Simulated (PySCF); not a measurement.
Computed IR spectrum (relative IR intensity) of a molecule CH6O2Si2. Coordinates come from a PBE-D3(BJ)/def2-SVP optimisation. One conformer was computed; it need not be the lowest. These are PBE-D3(BJ)/def2-SVP (PySCF) values and carry that method's errors. Frequencies are harmonic and unscaled.

```tsv
ν (cm⁻¹)	relative intensity
142	2.3
241	8.2
339	21
386	17
431	4.3
520	2.5
615	6.9
675	24
696	8.4
776	18
779	41
802	3.1
877	100
893	5.2
906	30
979	34
2137	31
2155	27
2189	50
2958	14
3011	5.2
3755	24
```

### Question
Pick the molecule that these values belong to.
A) O[Si@@H]1C[SiH2]O1
B) O=C[SiH2]O[SiH3]
C) O=C[SiH2][SiH2]O
D) O[Si@H]1OC[SiH2]1

### Answer
D, O[Si@H]1OC[SiH2]1
